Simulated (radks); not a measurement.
Results of a calculation; reference values are marked as such.
Valence configurations of Yb II (all share [Xe]). Level of theory: Dirac Kohn-Sham, BLYP, spin-unpolarised, spherical densities, finite nucleus; open shells are shared between the two j in proportion to 2j + 1; Fermi nuclear charge, rms radius 5.3108 fm (a radial shooting solver on a logarithmic mesh with Libxc functionals). Energies are relative to 4f14 6s1; eigenvalues in eV.

[
 {"valence": "4f14 6s1", "E (eV)": "0.000", "e(4f5/2)": "-10.315", "e(4f7/2)": "-8.998", "e(5d3/2)": "-", "e(5d5/2)": "-", "e(6p1/2)": "-"},
 {"valence": "4f14 5d1", "E (eV)": "3.013", "e(4f5/2)": "-8.991", "e(4f7/2)": "-7.674", "e(5d3/2)": "-5.830", "e(5d5/2)": "-5.583", "e(6p1/2)": "-"},
 {"valence": "4f13 5d1 6s1", "E (eV)": "5.526", "e(4f5/2)": "-16.824", "e(4f7/2)": "-15.433", "e(5d3/2)": "-8.138", "e(5d5/2)": "-7.760", "e(6p1/2)": "-"},
 {"valence": "4f13.5 6s1.5", "E (eV)": "0.915", "e(4f5/2)": "-14.394", "e(4f7/2)": "-13.038", "e(5d3/2)": "-", "e(5d5/2)": "-", "e(6p1/2)": "-"},
 {"valence": "4f13 5d1 6p1", "E (eV)": "9.708", "e(4f5/2)": "-18.208", "e(4f7/2)": "-16.815", "e(5d3/2)": "-9.238", "e(5d5/2)": "-8.837", "e(6p1/2)": "-7.013"},
 {"valence": "4f13.5 5d1 6s0.5", "E (eV)": "3.453", "e(4f5/2)": "-12.633", "e(4f7/2)": "-11.279", "e(5d3/2)": "-6.890", "e(5d5/2)": "-6.581", "e(6p1/2)": "-"},
 {"valence": "4f14 6p1", "E (eV)": "3.861", "e(4f5/2)": "-11.765", "e(4f7/2)": "-10.447", "e(5d3/2)": "-", "e(5d5/2)": "-", "e(6p1/2)": "-6.594"},
 {"valence": "4f13.5 5d0.5 6s1", "E (eV)": "2.135", "e(4f5/2)": "-13.458", "e(4f7/2)": "-12.103", "e(5d3/2)": "-7.396", "e(5d5/2)": "-7.066", "e(6p1/2)": "-"},
 {"valence": "4f13 6s1 6p1", "E (eV)": "8.081", "e(4f5/2)": "-20.398", "e(4f7/2)": "-19.004", "e(5d3/2)": "-", "e(5d5/2)": "-", "e(6p1/2)": "-7.519"},
 {"valence": "4f13 5d0.5 6s1 6p0.5", "E (eV)": "6.638", "e(4f5/2)": "-18.557", "e(4f7/2)": "-17.164", "e(5d3/2)": "-9.340", "e(5d5/2)": "-8.926", "e(6p1/2)": "-6.935"}
]

NIST lists [Xe] 4f14 6s1 as the ground configuration; this level of theory agrees among the configurations tried. The energies are those of spherical spin-averaged densities, not of single terms.
